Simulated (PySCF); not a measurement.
Run record: geometry optimisation, `[NH3]->[Mo](<-[NH3])(<-[NH3])([Br])([Br])[Br]` (fac-MoBr3(NH3)3) [quartet].

Computed with PBE0-D3(BJ)/def2-SVP geometry optimisation, gas phase, def2 core potentials past Kr (PySCF 2.14.0). Start geometry: GFN2-xTB. The input is one job of a driver script: a line of settings, then coordinates in Å.

Command:
```bash
OMP_NUM_THREADS=1 python probes_run.py task.json out
```

Input:
```
{"job": {"xc": "PBE0", "basis": "def2-SVP", "d3": "d3bj", "grid": 1, "maxiter": 40, "shake": 0.03, "kind": "geom"}, "charge": 0, "multiplicity": 4}
Mo     0.538800     0.403690     0.484060
Br     0.202670     0.217360     2.987040
N      0.478270     0.545170    -1.919810
H      0.384190     1.512170    -2.167870
H     -0.012890    -0.109910    -2.498780
H      1.511420     0.449890    -2.146460
Br     3.029830     0.217120     0.202940
N     -1.839280     0.540480     0.528030
H     -2.159200     0.272910     1.549290
H     -2.457140    -0.023150    -0.079740
H     -2.163770     1.499100     0.461910
Br     0.215390     3.003800     0.224740
N      0.465500    -1.852220     0.528870
H     -0.084500    -2.447590    -0.024240
H      0.334080    -2.167080     1.526610
H      1.522280    -2.095670     0.409820
```

Give the output.

```
step   0  E = -7958.42703601  max force = 0.070337
step   1  E = -7958.44876469  max force = 0.018736
step   2  E = -7958.45104234  max force = 0.009101
step   3  E = -7958.45214870  max force = 0.002831
step   4  E = -7958.45226190  max force = 0.002517
step   5  E = -7958.45241125  max force = 0.001687
step   6  E = -7958.45243187  max force = 0.000817
step   7  E = -7958.45243549  max force = 0.000472
step   8  E = -7958.45243434  max force = 0.000142
optimisation converged
```

Energies in Eh; «max force» is the largest Cartesian gradient component in Eh/bohr.

How much energy does the optimisation release, in eV?

E(step 0) − E(last step) = 0.025398 Eh, which is 0.691 eV.

Give the first gradient maximum in eV/Å.

With 1 Eh/bohr = 51.422 eV/Å, 3.617 eV/Å.

In short: final energy -7958.45243 Eh after 8 steps; dipole 11.99 D.

Where do the atoms end?

0.101 Å rms from the input after alignment:
```
atom  x, y, z in Å
Mo1    0.4226    0.4193    0.4293
Br2    0.1902    0.1786    2.9608
N3     0.5129    0.5180   -1.8195
H4     0.2733    1.4872   -2.0494
H5    -0.0145   -0.1083   -2.4268
H6     1.5121    0.4020   -2.0184
Br7    2.9562    0.1893    0.2020
N8    -1.8270    0.5123    0.5230
H9    -2.0508    0.3011    1.5004
H10   -2.4366   -0.0360   -0.0826
H11   -2.0275    1.5075    0.3792
Br12   0.1920    2.9529    0.2024
N13    0.5091   -1.8302    0.5107
H14   -0.0557   -2.4324   -0.0873
H15    0.3099   -2.0534    1.4908
H16    1.4995   -2.0417    0.3518
```

Estimate the wall time. Hardware: one thread, Arm Neoverse V1 (aarch64) (shared host). And the peak memory of the process?

About 19 min, with 1.6 GiB resident at the peak, the Python interpreter and its libraries included.
Labels such as C1 count atoms from 1, the log's own numbers from 0.
